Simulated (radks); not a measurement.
Spherical quantum dot in the effective-mass picture: electrons in a parabolic well V = omega^2 r^2 / 2 with omega = 2.28, all in effective atomic units (hartree* = m*/eps^2 hartree, bohr* = eps/m* bohr), one dielectric constant everywhere. Method: non-relativistic Kohn-Sham, LDA (Slater exchange, Perdew-Wang correlation), spin-polarised, spherical densities; computed with a radial shooting solver with Libxc functionals. Levels are named by radial order and angular momentum (1s, 1p, 1d, 2s, ...), and open shells are averaged over m.

N = 12, configuration 1s2 1p6 1d(up 4, down 0). This is the lowest configuration that the search found. Occupied and some empty levels:

| level | occupation | eigenvalue (hartree*) | <r> (bohr*) |
|---|---|---|---|
| 1s up | 1 | 12.631 | 0.9267 |
| 1s down | 1 | 12.734 | 0.9154 |
| 1p up | 3 | 14.128 | 1.184 |
| 1p down | 3 | 14.266 | 1.179 |
| 1d up | 4 | 15.756 | 1.374 |
| 1d down | 0 | 15.904 | 1.375 |
| 2s up | 0 | 15.985 | 1.234 |
| 2s down | 0 | 16.087 | 1.241 |
| 1f up | 0 | 17.492 | 1.531 |
| 1f down | 0 | 17.638 | 1.535 |
| 2p up | 0 | 17.814 | 1.408 |
| 2p down | 0 | 17.914 | 1.412 |

Energy (hartree*): total 122.385, kinetic 26.830, external 49.896, Hartree 53.711, exchange-correlation -8.0528.
